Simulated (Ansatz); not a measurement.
`O=C1NB1O` at its PBE0-D4/def2-TZVP geometry, where that method's forces vanish. Charge 0, multiplicity 1.

| atom | x (Å) | y (Å) | z (Å) |
| --- | --- | --- | --- |
| O1 | -0.538 | 0.638 | 2.243 |
| C2 | -0.238 | 0.275 | 1.149 |
| N3 | -0.490 | 0.701 | -0.169 |
| B4 | 0.317 | -0.444 | -0.073 |
| O5 | 0.993 | -1.361 | -0.774 |
| H6 | -0.994 | 1.439 | -0.647 |
| H7 | 0.949 | -1.248 | -1.728 |

(1) For each bond, give half the difference of the two atoms' forces along it (eV/Å; positive pushes the atoms apart) under PBE-D4, r2SCAN-D4, B3LYP-D4, ωB97M-V in def2-TZVPP. (An estimate is asked.)

Results:

(1) The calculation gave: 
```tsv
bond	length (Å)	PBE-D4	r2SCAN-D4	B3LYP-D4	ωB97M-V
O1–C2	1.191	0.81	0.32	0.18	0.05
C2–N3	1.408	0.22	0.24	0.19	0.23
C2–B4	1.523	-0.26	-0.15	-0.07	-0.03
N3–B4	1.405	0.26	0.18	0.07	0.07
N3–H6	1.013	-0.02	-0.13	-0.11	-0.20
B4–O5	1.337	0.12	0.07	0.07	0.16
O5–H7	0.962	0.37	0.01	0.00	-0.11
```

B3LYP here is the variant with VWN-RPA as its local correlation; programs differ in this.

Results of the Gaussian-basis code of Ansatz.
